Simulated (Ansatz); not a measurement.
Total energies of `C=C1[SiH2]C1Br`.

```csv
atom,x (Å),y (Å),z (Å)
C1,0.2082,0.2222,1.7423
C2,-0.0372,-0.1031,0.4861
Si3,-1.1101,-0.3051,-0.9743
C4,0.7431,-0.1434,-0.7858
Br5,1.7957,1.3932,-1.2911
H6,-0.5776,0.2286,2.4897
H7,1.2059,0.5081,2.0676
H8,-1.6679,-1.6194,-1.3634
H9,-1.8952,0.8611,-1.4260
H10,1.3351,-1.0421,-0.9450
```

Total charge 0; spin multiplicity 1. Correlated methods include outer-core shells of Br, which these sets cover unevenly. Scalar relativity is left out up to krypton. The structure was optimised at the PBE0-D4/def2-TZVP level. Basis def2-TZVPP, Ansatz 0.2.0.

RPA on PBE orbitals: Hartree–Fock energy of these orbitals -2977.76790 Eh, correlation -1.42334 Eh (frozen core).

```csv
functional,energy without D4 (Eh),D4 term (kJ/mol)
r2SCANh,-2980.82557,-6.6
r2SCAN0,-2980.81448,-7.4
```

Problem. Give the same for LDA (SPW92), PBE, revPBE, BLYP, r2SCAN, B97M-V, PBE0, B3LYP, HSE06 (plane-wave form), BHLYP, CAM-B3LYP, LC-ωPBE, ωB97X-V, ωB97M-V, B2PLYP, PBE-QIDH. (Best estimate.)

Solution. Computed: 
```json
{"functional": "LDA (SPW92)", "energy without D4 (Eh)": "-2975.13493", "D4 term (kJ/mol)": "–"}
{"functional": "PBE", "energy without D4 (Eh)": "-2980.25409", "D4 term (kJ/mol)": "-25.8"}
{"functional": "revPBE", "energy without D4 (Eh)": "-2980.63459", "D4 term (kJ/mol)": "-73.9"}
{"functional": "BLYP", "energy without D4 (Eh)": "-2980.91357", "D4 term (kJ/mol)": "-56.5"}
{"functional": "r2SCAN", "energy without D4 (Eh)": "-2980.83385", "D4 term (kJ/mol)": "-6.1"}
{"functional": "B97M-V", "energy without D4 (Eh)": "-2980.41680", "D4 term (kJ/mol)": "–"}
{"functional": "PBE0", "energy without D4 (Eh)": "-2980.38251", "D4 term (kJ/mol)": "-22.0"}
{"functional": "B3LYP", "energy without D4 (Eh)": "-2980.99880", "D4 term (kJ/mol)": "-42.1"}
{"functional": "HSE06 (plane-wave form)", "energy without D4 (Eh)": "-2980.37359", "D4 term (kJ/mol)": "-20.6"}
{"functional": "BHLYP", "energy without D4 (Eh)": "-2980.85922", "D4 term (kJ/mol)": "-33.7"}
{"functional": "CAM-B3LYP", "energy without D4 (Eh)": "-2981.00545", "D4 term (kJ/mol)": "-22.6"}
{"functional": "LC-ωPBE", "energy without D4 (Eh)": "-2980.41112", "D4 term (kJ/mol)": "–"}
{"functional": "ωB97X-V", "energy without D4 (Eh)": "-2980.62996", "D4 term (kJ/mol)": "–"}
{"functional": "ωB97M-V", "energy without D4 (Eh)": "-2980.72574", "D4 term (kJ/mol)": "–"}
{"functional": "B2PLYP", "energy without D4 (Eh)": "-2980.33352", "D4 term (kJ/mol)": "–"}
{"functional": "PBE-QIDH", "energy without D4 (Eh)": "-2979.96640", "D4 term (kJ/mol)": "–"}
```

B3LYP takes the VWN-RPA correlation (the form of Gaussian; ORCA's B3LYP/G). HSE06 is the plane-wave form, built on full-range PBE exchange. The double hybrids freeze the cores in their second-order part.

LC-ωPBE has ω = 0.4 bohr⁻¹.
